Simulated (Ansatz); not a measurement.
Reaction (formal hydrolysis of a B–F bond): `NB(N)F` + H₂O → `NB(N)O` + H–F

Computed with Ansatz on PBE0-D4/def2-TZVP structures; ΔE is electronic, products minus reactants. CCSD(T)/CBS is the MP2 limit (def2-TZVPP, def2-QZVPP) plus CCSD(T) − MP2 in def2-TZVPP, frozen cores. This one scheme is used for every species. DFT in def2-TZVPP. One conformer a species, not always the lowest.

`NB(N)F`:

```xyz
8

N     0.529    0.630   -0.963
B     0.287   -0.331    0.038
N    -0.806   -0.310    0.927
F     1.168   -1.347    0.155
H     1.326    0.563   -1.568
H    -0.059    1.424   -1.138
H    -1.519    0.395    0.929
H    -0.927   -1.024    1.621
```

H₂O:

Cartesian coordinates in Å:
```
O 0.076 -0.231 -0.304
H -0.496 0.539 -0.284
H 0.420 -0.309 0.588
```

`NB(N)O`:

Cartesian coordinates in Å:
```
N -1.202 0.314 -0.164
B 0.122 -0.069 0.190
N 1.167 -0.108 -0.764
O 0.459 -0.423 1.484
H -1.963 0.350 0.487
H -1.465 0.574 -1.096
H 2.096 -0.379 -0.501
H 1.059 0.123 -1.733
H -0.273 -0.383 2.098
```

H–F:

```xyz
2

F     0.007    0.412    0.205
H    -0.007   -0.412   -0.205
```

| level | ΔE (eV) |
| --- | --- |
| PBE-QIDH | 0.35 |
| HF/def2-QZVPP | 0.44 |

(1) What does CCSD(T)/CBS give? (Estimate.)

Largest T1 diagnostic among the species: 0.010.

Answers

(1) The calculation gave: +0.34 eV. The listed levels differ from it by 0.01, 0.10 eV.

Leaving LDA and LC-ωPBE aside and taking each functional with its dispersion term where it has one, the values, not all of them listed here, spread over 0.08 eV, from revPBE-D4 to B97M-V. LDA lies −0.04 eV from PBE without D4. In def2-TZVPP, CCSD(T) changes the Hartree–Fock value by −0.09 eV (the triples alone add −0.01 eV) and MP2 by −0.12 eV.
